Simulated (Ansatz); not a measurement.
The cluster Cu₃S⁺, relaxed as a singlet with RKS PBE0-D4/def2-SVP in Ansatz, starting from the GFN2-xTB geometry. Force threshold 0.02 eV/Å.

The relaxation made no stability test and no search for a lower SCF solution. The structure comes from a short search, and lower isomers may exist.

Start:

```xyz
4

Cu   -0.4948    1.4694    1.2498
Cu    0.5546    0.7580   -0.8076
Cu    0.0720   -1.5758   -1.2152
S    -0.1318   -0.6515    0.7731
```

Problem. Estimate the energy that the relaxation releases and the steps that it takes.

Solution. 10.1 kcal/mol, in 9 steps; 11 s on 4 threads of Intel Xeon 6975P-C on a shared host. No frequencies were taken in this run, so the end may be a saddle point.

Problem. Does the start keep its bonding and symmetry?

Solution. By distances, no bond broke or formed, bridged metal pairs apart. The bond that changes most is Cu2–S4, from 2.23 to 2.16 Å (atoms count from 1). Metal–metal contacts that move far: Cu1–Cu3 3.96 to 2.71 Å. Point group Cs at the start, C3v at the end, both within 0.05 Å.

Problem. Predict the relaxed structure.

Solution. 
```xyz
4

Cu   -1.047    0.893    0.830
Cu    1.136    0.835   -0.770
Cu   -0.659   -1.189   -0.856
S     0.570   -0.539    0.796
```
Bond lengths (bridged metal pairs left out): 3 × Cu–S 2.16 Å.
